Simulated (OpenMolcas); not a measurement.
## Nb4+ in a point-charge field

Nb4+ among 6 point charges of -1.7 e arranged as an octahedron (Oh), 2.02 Å from the ion.
```
   2.0200    0.0000    0.0000  -1.70
   0.0000    2.0200    0.0000  -1.70
  -2.0200    0.0000    0.0000  -1.70
   0.0000   -2.0200    0.0000  -1.70
   0.0000    0.0000    2.0200  -1.70
   0.0000    0.0000   -2.0200  -1.70
```

```json
{
 "Program": "OpenMolcas 26.06",
 "Method": "SS-CASPT2, IPEA 0.25 Eh, imaginary shift 0.1 Eh (closed shells correlated: 4s 4p)",
 "Basis": "ANO-RCC-VDZP [6s5p3d1f]",
 "Scalar Hamiltonian": "DKH2, point nucleus",
 "Active space": "1 electron in 5 orbitals (4d)",
 "State averaging": "2S+1 = 2 even, 5 roots",
 "Spin-orbit coupling": "RASSI with atomic mean-field integrals over the reference wave functions"
}
```

The lowest spin-free states (labels of O, the rotations of Oh), above the lowest:

```
State  Degeneracy  E (cm-1)  Free-ion L (%)
  2T2           3         0         D (100)
   2E           2     12000         D (100)
```

The lowest levels with spin-orbit coupling:

```tsv
E (cm-1)	Degeneracy	Label	2S+1	g
0	4	Γ8	2	
1100	2	Γ7	2	2.00 2.00 2.00
12470	4	Γ8	2
```

Powder χT (cm3 K/mol): 0.0107 at 2 K, 0.0144 at 10 K, 0.0332 at 50 K, 0.0567 at 100 K, 0.104 at 200 K, 0.151 at 300 K. The effective moment at 300 K is 2.828 √(χT) = 1.10 μB.

The lowest level has 2S+1 = 2, for which the spin-only value is χT = S(S+1) / 2 = 0.375 cm3 K/mol (g = 2). The computed 0.151 at 300 K differs by -0.224, through orbital momentum, spin-orbit coupling and any other state in reach. With a threefold ground state the orbital momentum is unquenched, so the spin-only value is not expected to hold.

The gap between the two states is 10Dq = 12001 cm-1.

Roots that are degenerate in the reference are averaged as groups; the widest CASPT2 spread within a group is 12 cm-1 (the 2-fold group of multiplicity 2 near 12000 cm-1 above the lowest state of its run). Shifts and gaps below about the spread of the groups concerned are not significant. An orbital triplet at a regular site is open to Jahn-Teller coupling, which can distort the site and quench the lowest spin-orbit gaps and is left out. This field is weak: 10Dq is about 12001 cm-1, while octahedral complexes of 4d ions of charge 3 and more, computed by the same method with explicit ligands, had a median near 25000 cm-1. Ground spin and moment need not be those of a real site. Free-ion shares, where given, are those of the reference states; single-state CASPT2 does not remix them. This is an electrostatic model: the charges have no orbitals. No measured value stands beside these numbers.
